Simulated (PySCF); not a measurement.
BBr2, charge +1, multiplicity 1.

```xyz
3

Br     0.0000     0.0000     1.7665
B      0.0000     0.0000     0.0000
Br     0.0000     0.0000    -1.7665
```
Charge +1, spin multiplicity 1.

Geometry: B3LYP-D3(BJ)/def2-TZVP. The spin state was assumed, not searched. The isomer is the one that the SMILES or the coordinates give; other isomers of the formula were not compared.

Level of theory: KT2/pcSseg-2 run with PySCF. Non-relativistic, no solvent.

Computed absolute GIAO shielding of each atom: isotropic value and principal components (ppm):
```json
[
 {"atom": "Br1", "σ(iso)": "2140.7", "σ11": "1645.1", "σ22": "1645.1", "σ33": "3131.7", "span": "1486.6"},
 {"atom": "B2", "σ(iso)": "47.5", "σ11": "-44.3", "σ22": "-44.3", "σ33": "231.1", "span": "275.4"},
 {"atom": "Br3", "σ(iso)": "2140.7", "σ11": "1645.1", "σ22": "1645.1", "σ33": "3131.7", "span": "1486.6"}
]
```
